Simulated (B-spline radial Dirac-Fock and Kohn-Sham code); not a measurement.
**X-ray form factors of tantalum in several charge states**

The computed values come from a B-spline atomic structure program: relativistic Hartree-Fock (Dirac-Fock) wave functions, averaged over the configuration.

Configurations: Ta²⁹⁺ [Kr] 4d8; Ta³⁰⁺ [Kr] 4d7; Ta³¹⁺ [Kr] 4d6; Ta³³⁺ [Kr] 4d4; Ta³⁴⁺ [Kr] 4d3. The first column is f₀ of Ta²⁹⁺, the others are differences from it.

| s (Å⁻¹) | Ta²⁹⁺ | Δ Ta³⁰⁺ | Δ Ta³¹⁺ | Δ Ta³³⁺ | Δ Ta³⁴⁺ |
| --- | --- | --- | --- | --- | --- |
| 0 | 44.000 | -1.000 | -2.000 | -4.000 | -5.000 |
| 0.05 | 43.918 | -0.995 | -1.990 | -3.980 | -4.975 |
| 0.1 | 43.674 | -0.979 | -1.959 | -3.921 | -4.903 |
| 0.15 | 43.271 | -0.954 | -1.909 | -3.824 | -4.783 |
| 0.2 | 42.718 | -0.919 | -1.841 | -3.691 | -4.620 |
| 0.25 | 42.024 | -0.876 | -1.756 | -3.527 | -4.417 |
| 0.3 | 41.202 | -0.826 | -1.658 | -3.334 | -4.180 |
| 0.35 | 40.266 | -0.770 | -1.547 | -3.118 | -3.913 |
| 0.4 | 39.231 | -0.709 | -1.427 | -2.884 | -3.623 |
| 0.45 | 38.113 | -0.645 | -1.300 | -2.636 | -3.316 |
| 0.5 | 36.931 | -0.580 | -1.169 | -2.379 | -2.998 |
| 0.6 | 34.440 | -0.447 | -0.907 | -1.862 | -2.357 |
| 0.7 | 31.889 | -0.323 | -0.659 | -1.369 | -1.743 |
| 0.8 | 29.392 | -0.213 | -0.439 | -0.929 | -1.193 |
| 0.9 | 27.038 | -0.123 | -0.257 | -0.561 | -0.731 |
| 1 | 24.889 | -0.054 | -0.118 | -0.275 | -0.368 |
| 1.1 | 22.976 | -0.006 | -0.019 | -0.069 | -0.105 |
| 1.2 | 21.309 | +0.024 | +0.042 | +0.063 | +0.065 |
| 1.4 | 18.653 | +0.040 | +0.079 | +0.153 | +0.188 |
| 1.6 | 16.703 | +0.024 | +0.049 | +0.103 | +0.131 |
